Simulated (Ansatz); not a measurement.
Saddle point of AlH3BrF, singlet (AlH₂Br ([AlH2][Br]) + HF → AlH₂F ([F][AlH2]) + HBr (still joined by a long Al–Br bond); bonds formed: Br2–H5; dative contacts that become bonds: Al1–F6; bonds broken: H5–F6; bonds weakened to dative contacts: Al1–Br2), PBE0-D4/def2-TZVP structure:

```
6
angstrom
Al -0.4650 0.3393 -0.4070
Br 1.7912 -0.8642 -0.0710
H -1.3818 -0.5920 -1.2821
H -0.1679 1.8695 -0.6170
H 0.7057 -0.6366 1.0681
F -0.4821 -0.1159 1.3089
```

Energies are electronic, without zero-point energy. Barriers and step energies count from the start structure reached by relaxing down the imaginary mode; all methods use the PBE0-D4 structures, on which another method's saddle can fall below an end. Ansatz 0.2.0; basis: def2-TZVPP, with def2-QZVPP for the basis limit; cores frozen in the correlated methods. Filled d shells of the heavier atoms are correlated. The def2 sets are not built for correlating such inner shells, so the correlated values are less sure here. B3LYP uses VWN-RPA correlation. Extrapolation: Hartree–Fock as exp(−7.88 √X), correlation as X^−2.97.

```tsv
method	barrier (kJ/mol)	step energy (kJ/mol)
SPW92	?	19.2
PBE-D4	13.7	8.7
BLYP-D4	13.5	-3.6
r2SCAN-D4	17.5	7.5
B97M-V	25.6	-1.8
PBE0-D4	24.5	11.2
B3LYP-D4	21.9	-0.3
r2SCAN0-D4	26.3	10.1
BHLYP-D4	?	1.8
CAM-B3LYP-D4	23.3	-0.2
wB97X-V	?	3.2
wB97M-V	28.8	5.7
B2PLYP	24.6	0.9
PBE-QIDH	29.9	10.6
RPA on PBE	23.0	-5.2
HF	56.6	-1.6
MP2	26.2	5.0
CCSD	33.4	-0.5
CCSD(T)	28.8	1.4
```

Q: Fill in the withheld barriers. (An estimate is asked for; the value comes from the calculation.)

A: Computed: wB97X-V 27.6; SPW92 5.5; BHLYP-D4 33.8 kJ/mol. Each is the energy of the saddle less that of the start structure, by the same method.

For comparison, the barrier by CCSD(T) at an estimated basis limit (MP2 extrapolated from triple and quadruple zeta, plus CCSD(T) − MP2 in triple zeta) is 28.8 kJ/mol.

T1 diagnostic: at most 0.010.

Labels in which every atom is bracketed show which atoms are joined, not bond orders.

For scale, one of the runs: CCSD(T)/def2-TZVPP, 163 basis functions, launched by `ansatz run in.yaml --threads 2 --pin off --events-out ev --progress --plain --max-ram 4352MiB`. The run took 15 s on 2 CPU threads of an Intel Xeon 6975P-C (shared host), with 1.4 GiB of host memory at its peak.
